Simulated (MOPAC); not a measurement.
Input file for MOPAC: PM6 on Hg2+, 2S+1 = 2, a spin state set in the input, which need not be the lowest, a point of a bond scan (R = 2.737 Å). Charge +1.

```
PM6 1SCF PRECISE CHARGE=1 UHF MS=0.5 THREADS=1
Hg2

Hg     0.00000000 1     0.00000000 1     0.00000000 1
Hg     0.00000000 1     0.00000000 1     2.73680500 1
```

The log:

```
*******************************************************************************
 **                                                                           **
 **                              MOPAC v23.2.5                                **
 **                                                                           **
 *******************************************************************************
 ** MOPAC's Digital Object Identifier: https://doi.org/10.5281/zenodo.6511958 **
 **                                                                           **
 ** Please cite the open-source release paper for use of this MOPAC version:  **
 ** J. E. Moussa and J. J. P. Stewart (2026)                                  **
 ** MOPAC: An open-source semiempirical molecular orbital program             **
 ** J. Open Source Softw., 11(119), 8025, https://doi.org/10.21105/joss.08025 **
 *******************************************************************************

                              PM6 CALCULATION RESULTS

 *******************************************************************************
 *  PM6        - The PM6 Hamiltonian to be used
 *  UHF        - UNRESTRICTED HARTREE-FOCK CALCULATION
 *
 *
 *
 *                 CHARGE ON SYSTEM = +1
 *
 *
 *
 *  MS=        - IN MECI, MAGNETIC COMPONENT OF SPIN =  0.5
 *  PRECISE    - TIGHTER CRITERIA TO BE USED
 *  1SCF       - DO 1 SCF AND THEN STOP
 *  THREADS=1  - MULTI-THREADING NOT USED
 *  T=         - A TIME OF 172800.0 SECONDS REQUESTED
 *  DUMP=N     - RESTART FILE WRITTEN EVERY 7200.0 SECONDS REQUESTED
 *******************************************************************************
PM6 1SCF PRECISE CHARGE=1 UHF MS=0.5 THREADS=1
 Hg2

   ATOM   CHEMICAL          X               Y               Z
  NUMBER   SYMBOL      (ANGSTROMS)     (ANGSTROMS)     (ANGSTROMS)

     1      Hg          0.00000000  *   0.00000000  *   0.00000000  *
     2      Hg          0.00000000  *   0.00000000  *   2.73680500  *



          CARTESIAN COORDINATES

    NO.       ATOM           X           Y           Z

     1        Hg          0.0000      0.0000      0.0000
     2        Hg          0.0000      0.0000      2.7368

 General Reference for PM6:
 "Optimization of Parameters for Semiempirical Methods V: Modification of NDDO Approximations
 and Application to 70 Elements", J. J. P. Stewart, J. Mol. Mod., 13, 1173-1213 (2007)
 URL: https://link.springer.com/article/10.1007/s00894-007-0233-4

           Empirical Formula: Hg2  =     2 atoms



      MOLECULAR POINT GROUP   :   D*h


          UHF CALCULATION, NO. OF ALPHA ELECTRONS =    2
                           NO. OF BETA  ELECTRONS =    1

 -------------------------------------------------------------------------------
 PM6 1SCF PRECISE CHARGE=1 UHF MS=0.5 THREADS=1
 Hg2



     1SCF WAS SPECIFIED, SO BFGS WAS NOT USED
     SCF FIELD WAS ACHIEVED


                              PM6 CALCULATION
                                                       MOPAC v23.2.5 Linux




          FINAL HEAT OF FORMATION =        244.29141 KCAL/MOL =    1022.11526 KJ/MOL


          COSMO AREA              =         70.84 SQUARE ANGSTROMS
          COSMO VOLUME            =         49.33 CUBIC ANGSTROMS

          IONIZATION POTENTIAL    =         13.305464 EV
          ALPHA SOMO LUMO (EV)    =        -13.305 -7.761
          BETA  SOMO LUMO (EV)    =        -17.844 -7.585
          NO. OF ALPHA ELECTRONS  =          2
          NO. OF BETA  ELECTRONS  =          1
          MOLECULAR WEIGHT        =        401.1800         POINT GROUP:  D*h

          MOLECULAR DIMENSIONS (Angstroms)

            Atom       Atom       Distance
           Hg     2   Hg     1     2.73681
           Hg     2   Hg     1     0.00000
           Hg     1   Hg     2     0.00000


          SCF CALCULATIONS        =          1





   ATOM   CHEMICAL          X               Y               Z
  NUMBER   SYMBOL      (ANGSTROMS)     (ANGSTROMS)     (ANGSTROMS)

     1      Hg          0.00000000  *   0.00000000  *   0.00000000  *
     2      Hg          0.00000000  *   0.00000000  *   2.73680500  *

                             CARTESIAN COORDINATES

   1   Hg        0.000000000     0.000000000     0.000000000
   2   Hg        0.000000000     0.000000000     2.736805000


           Empirical Formula: Hg2  =     2 atoms



      MOLECULAR POINT GROUP   :   D*h


          ALPHA EIGENVALUES
 -17.24459 -13.30546  -7.76065  -4.88490  -4.88490  -3.44723   0.08359   0.08359


           BETA EIGENVALUES
 -17.84407  -7.58481  -4.73594  -4.69309  -4.69309  -3.69208   0.35049   0.35049


              NET ATOMIC CHARGES AND DIPOLE CONTRIBUTIONS

  ATOM NO.   TYPE          CHARGE      No. of ELECS.   s-Pop       p-Pop
    1         Hg           0.500000        1.5000     1.01103     0.48897
    2         Hg           0.500000        1.5000     1.01103     0.48897
 DIPOLE           X         Y         Z       TOTAL
 POINT-CHG.     0.000     0.000     0.000     0.000
 HYBRID         0.000     0.000     0.000     0.000
 SUM            0.000     0.000     0.000     0.000


          ATOMIC ORBITAL ELECTRON POPULATIONS

     Atom    s        px        py        pz
    1 Hg   1.01103   0.00000   0.00000   0.48897
    2 Hg   1.01103   0.00000   0.00000   0.48897


                    (SZ)    =    0.500000
                    (S**2)  =    0.757789


          ATOMIC ORBITAL SPIN POPULATIONS

    Atom   Total    s     px     py     pz
         Atomic
    1 Hg  0.5000  0.425  0.000  0.000  0.075
    2 Hg  0.5000  0.425  0.000  0.000  0.075

 **********************
 *                    *
 * JOB ENDED NORMALLY *
 *                    *
 **********************




 == MOPAC DONE ==
```

The run finished.

Cost: about 0.020 core-seconds (a rough figure).
